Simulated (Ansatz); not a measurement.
Geometry optimisation, RKS B3LYP-D4/def2-SVP in Ansatz 0.2.0.

The input (input.yaml):

```yaml
crystal:
  periodic: [false, false, false]
  atoms:
    - { symbol: B, position_ang: [0.060574, -0.100368, 0.186417] }
    - { symbol: "N", position_ang: [0.07145, -0.269401, 1.67447] }
    - { symbol: H, position_ang: [-0.775644, -0.639349, 2.095008] }
    - { symbol: H, position_ang: [0.905657, -0.64671, 2.110436] }
    - { symbol: "N", position_ang: [1.232514, -0.158217, -0.590539] }
    - { symbol: H, position_ang: [2.151607, -0.100053, -0.171505] }
    - { symbol: H, position_ang: [1.211406, 0.172816, -1.548622] }
    - { symbol: F, position_ang: [-1.141, -0.002308, -0.405675] }
    - { symbol: F, position_ang: [-0.111531, 2.396387, 0.559406] }
    - { symbol: H, position_ang: [-0.148734, 1.945604, 1.369303] }
basis:
  gaussian: { orbitals: def2-SVP }
hamiltonian:
  xc: b3lyp
  dispersion: d4
relax:
  f_tol: 0.03
  max_steps: 50
```

Launched with:

```bash
$ ansatz run input.yaml --threads 2 --pin off --max-ram 3072MiB --backend cpu --events-out ev --progress --plain --runs-dir out
```

Problem. Where does it end, and by what steps?

Solution. It converged. After 8 steps the energy has fallen by 0.292 eV; F9 moved furthest, 0.61 Å.

| step | energy less start (eV) | largest force component (eV/Å) | accepted |
| --- | --- | --- | --- |
| 0 | 0.0000 | 1.707 | yes |
| 1 | -0.1250 | 1.485 | yes |
| 2 | -0.2335 | 1.077 | yes |
| 3 | -0.2771 | 0.351 | yes |
| 4 | -0.2877 | 0.162 | yes |
| 5 | -0.2553 | 0.603 | no |
| 6 | -0.2916 | 0.144 | yes |
| 7 | -0.2922 | 0.067 | yes |
| 8 | -0.2923 | 0.017 | yes |

```xyz
10
Properties=species:S:1:pos:R:3
B 0.053 -0.198 0.103
N 0.009 -0.095 1.544
H -0.835 -0.431 2.001
H 0.838 -0.313 2.087
N 1.243 -0.170 -0.638
H 2.150 0.017 -0.234
H 1.225 -0.104 -1.648
F -1.125 -0.309 -0.534
F -0.037 2.550 1.145
H -0.066 1.651 1.452
```

Whether the end is a true minimum wasn't checked by a vibrational analysis.

Run time: 13 s on 2 threads of Intel(R) Xeon(R) 6975P-C (Granite Rapids), with other jobs on the host, peak memory 0.21 GiB.
